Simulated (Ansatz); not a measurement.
Ansatz (a program for electronic structure) input file for BrCl₂H₂NSi, SMILES Cl[Si](Br)(Cl)N, PBE/def2-SVPD. Coordinates come from a B3LYP-D3(BJ)/def2-SVP optimisation. The structure was generated by enumeration, and PubChem lists no compound with its InChIKey, so it may never have been made. One conformer was computed; it need not be the lowest.

Ansatz 0.2 input:
```yaml
crystal:
  periodic: [false, false, false]
  atoms:
    - {symbol: N, position_ang: [-0.95117511, 1.94183739, 0.00000000]}
    - {symbol: Si, position_ang: [-0.51036014, 0.29904133, -0.00000000]}
    - {symbol: Cl, position_ang: [-1.28393439, -0.57180040, -1.69652780]}
    - {symbol: Cl, position_ang: [-1.28393439, -0.57180040, 1.69652780]}
    - {symbol: Br, position_ang: [1.69038615, -0.09522402, -0.00000000]}
    - {symbol: H, position_ang: [-0.85323921, 2.49730692, -0.84452212]}
    - {symbol: H, position_ang: [-0.85323921, 2.49730692, 0.84452212]}
basis:
  gaussian:
    orbitals: def2-SVPD
hamiltonian:
  xc: {name: PBE}
```

Output:

```
WARN ansatz: RAYON_NUM_THREADS=1 ignored (pool sized by the plan → 1); use --threads N
Functional definition: PBE
integrals: 0.13 GiB planned
1522 factors; their error is unknown
mean field: 0.63 GiB planned
mean field evaluation 1: about -104443.6027 eV, gradient 6.1e1 eV
mean field evaluation 2: about -104412.7870 eV, gradient 1.2e2 eV
mean field evaluation 4: about -104450.8451 eV, gradient 9.3e0 eV
mean field evaluation 8: about -104451.0513 eV, gradient 1.6e-1 eV
mean field evaluation 16: about -104450.9953 eV, gradient 1.0e-4 eV
mean field -104450.99533829 eV, -3838.5032792547 hartree, gradient 4.4e-5 eV, S^2 0.000000; 0 other end points of the search recorded, 0 dependent functions left out
reference -104450.99539169 eV, -3838.5032812170 hartree; 46, 46 occupied and 109, 109 virtual orbitals, 1522 factors
Total energy: -104450.99539169 eV, -3838.5032812170 hartree
```

The run converged.
